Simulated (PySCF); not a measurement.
## `C(#C)[C@H]1SBS[C@H]1F`, C4H4BFS2

Cartesian coordinates in Å; atom numbers follow the order of the lines, from 1:
```xyz
12

C     2.588   -1.047   -0.485
C     1.641   -0.384   -0.174
C     0.466    0.378    0.166
S    -0.285    1.162   -1.355
B    -1.946    1.152   -0.758
S    -2.227    0.326    0.798
C    -0.581   -0.489    0.861
F    -0.684   -1.711    0.260
H     3.432   -1.613   -0.742
H     0.729    1.215    0.821
H    -2.807    1.683   -1.328
H    -0.324   -0.672    1.910
```

Computed with TDDFT PBE0/def2-SVPD circular dichroism and optical rotation, one conformer, gas phase (PySCF 2.14.0). Geometry: GFN2-xTB.

Singlets 13 and 14 lie within 0.01 eV of each other, so their separate moments and overlaps can depend on how they mix.

(1) Draw the ECD and absorption spectra from the lowest 16 states, each a Gaussian of half-width 0.2 eV at 1/e height.

## Answers

(1) 
```csv
E (eV),λ (nm),Δε (L mol⁻¹ cm⁻¹),ε (L mol⁻¹ cm⁻¹)
4.85,255,-0.01,6.82
5.00,248,-0.14,210
5.15,241,-0.33,2130
5.30,234,+1.86,7040
5.45,227,+4.53,7610
5.60,221,+2.30,2680
5.75,215,+0.55,319
5.90,210,+0.78,101
6.05,205,-3.27,483
6.20,200,-10.76,1830
6.35,195,+7.55,3670
6.50,191,+34.67,3980
6.65,186,+35.44,2820
6.80,182,+3.13,2990
6.95,178,-55.91,5500
7.10,175,-55.23,5850
7.25,171,-6.72,4120
```
Δε uses R in velocity form, ε uses f in length form. Only the states computed contribute, so the short-wavelength end is incomplete.
